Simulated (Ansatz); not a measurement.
Stepwise reaction of `CCB(S)S` with hydrogen fluoride, as a gas-phase model of exchange steps in deposition or etching. ΔE in kJ/mol; ΔG adds harmonic PBE0-D4 terms to CCSD(T)/CBS, at 1 bar.

Isolated molecules relaxed with PBE0-D4/def2-TZVP in Ansatz; ΔE leaves out vibrations. CCSD(T)/CBS adds triple-zeta CCSD(T) − MP2 to the extrapolated MP2 energy (def2 sets, frozen cores). This one scheme is used for every species. DFT in def2-TZVPP. B3LYP here is the variant with VWN-RPA as its local correlation; programs differ in this. Each species was taken in one conformer, which may not be the lowest.

```csv
step,reaction,PBE-D4,B3LYP-D4,ωB97M-V,CCSD(T)/CBS,ΔG(500 K)
1,`CCB(S)S` + H–F → `CCB(F)S` + H₂S,-54.6,-66.9,-68.0,-56.0,-69.1
2,`CCB(F)S` + H–F → `CCB(F)F` + H₂S,-73.8,-86.5,-87.9,-80.0,-90.8
```

By hand: ΔE of the 2 steps together at CCSD(T)/CBS.

(-56.0) + (-80.0) = -136.0 kJ/mol, or -68.0 kJ/mol a step.

In ΔE each step is lower than the one before. All are downhill at CCSD(T)/CBS. ΔG lies between -90.8 and -69.1 kJ/mol a step. PBE-D4 differs from CCSD(T)/CBS by 1.4 to 6.2 kJ/mol a step. Isolated molecules leave out the surface, adducts and barriers. Largest T1 diagnostic: 0.012.
